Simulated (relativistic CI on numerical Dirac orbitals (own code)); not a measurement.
# Hyperfine structure of Bi¹⁵⁺, mass number 207

Method of calculation: Dirac-Coulomb-Breit CI, separate exchange-only KLI orbitals for each configuration, a model potential for QED, unscaled Slater integrals (own radial code, finite nucleus).

Configuration list (outside the closed core [Kr] 4d10): 4f14.5s2.5p6, 4f14.5s2.5p5.5d, 4f14.5s.5p6.5d, 4f14.5s2.5p5.5f, 4f14.5s2.5p5.5g, 4f14.5s.5p6.5f, 4f14.5s2.5p5.6s, 4f13.5s2.5p6.5d, 4f14.5s2.5p5.6p, 4f14.5s.5p6.5g, 4f14.5p6.5d2, 4f14.5p5.5d3, 4f14.5p5.5d2.5f, 4f14.5p5.5d2.5g, 4f14.5p5.5d2.6s. Double excitations out of closed p, d and f shells are left out; levels of such configurations are missing from the list, as are those of other unlisted configurations, and high levels can miss mixing partners. These lack a partner that the ground configuration has and come out too high: 4f13.5s2.5p6.5d, 4f14.5s2.5p5.6p.

Nuclear spin I = 9/2, μ = 4.0729 μN, Q = -0.76 b (tables of Stone and Pyykkö). The electronic factors are computed for point nuclear moments, without core polarisation or the Bohr-Weisskopf and QED corrections.

```tsv
Level	E (eV)	A (MHz)	B (MHz)
4f14.5s2.5p5.5d 3P°_1	69.4427	6940	-5900
4f14.5s2.5p5.5d 3F°_3	71.2381	9898	21200
4f14.5s2.5p5.5d 3D°_2	71.8262	9444	2270
4f14.5s2.5p5.5d 3F°_4	74.2130	6665	20400
4f14.5s2.5p5.5d 1D°_2	75.4817	3262	-15100
4f14.5s2.5p5.5d 3D°_3	78.0876	5692	-8070
4f14.5s2.5p5.5d 3D°_1	85.2490	-6331	-2450
4f14.5s2.5p5.5d 3F°_2	99.9460	42790	-6510
```

Levels with J = 0, under 50 % of one LS term, or S terms without an open s electron are left out. Small factors come from cancelling terms and can be off by tens of per cent or more.

At this charge energies of transitions that change n are usually good to better than 1 %, and those within a shell (Δn = 0) to a few per cent. Levels and lines within the n = 5 or 6 shells can be off by up to 10 % or somewhat more, and those that change n by about 2 %, since core polarisation is missing.

Give the hyperfine levels of 4f14.5s2.5p5.5d 3F°_2 relative to its centre of gravity.

With K = F(F + 1) − I(I + 1) − J(J + 1), E = AK/2 + B[¾K(K + 1) − I(I + 1)J(J + 1)]/[2I(2I − 1)J(2J − 1)]: F = 5/2: -473700, F = 7/2: -321100, F = 9/2: -126500, F = 11/2: 108900, F = 13/2: 383500 MHz.

LS names give the leading component of a level, which can be under half, so a name can repeat, a term be missing and a line seem to break the LS rules.
